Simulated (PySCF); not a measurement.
Two-component Hartree-Fock for Mn¹⁶⁺ (manganese, charge +16)

Start: [He] 2s2 2p5; 2p1/2 filled at m_j = -1/2, +1/2; 2p3/2 filled at m_j = -1/2, +1/2, +3/2. Calculated with PySCF 2.14 in an even-tempered Gaussian basis (18 s from 3.4 bohr⁻², ratio 2.4; 11 p from 4.4 bohr⁻², ratio 2.4; 5 d from 20 bohr⁻², ratio 2.6; 5 f from 30 bohr⁻², ratio 2.6): generalised Hartree-Fock with the X2C-1e Hamiltonian and a Gaussian nucleus; one run each with spin-orbit coupling (SO) switched off, then screened by Boettger's factors.

```csv
spinor shell,electrons,"ε, spin-free (eV)","ε, screened SO (eV)",weight of nominal j (screened SO),"rms radius, screened SO (bohr)"
1s1/2,2,-7209.4,-7208.9,1.000,0.0702
2s1/2,2,-1342.1,-1342.0,1.000,0.293
2p1/2,2,-1232.7,-1240.6,0.915,0.260
2p3/2,3,-1232.7,-1228.6,0.944,0.262
```

```
   quantity    spin-free  screened SO
E (hartree)  -1011.98115  -1012.12834
        M_J          3/2          3/2
       ⟨J²⟩        3.750        3.750
       ⟨L²⟩        2.000        2.000
       ⟨S²⟩        0.750        0.750
```

Each row is a mean over spinors that exchange with the open shell spreads, by up to 18.700 eV (2s1/2).

Without spin-orbit coupling the j labels of p, d and f shells carry no meaning; the spin-free column gives the mean over the occupied spinors of each nl shell.
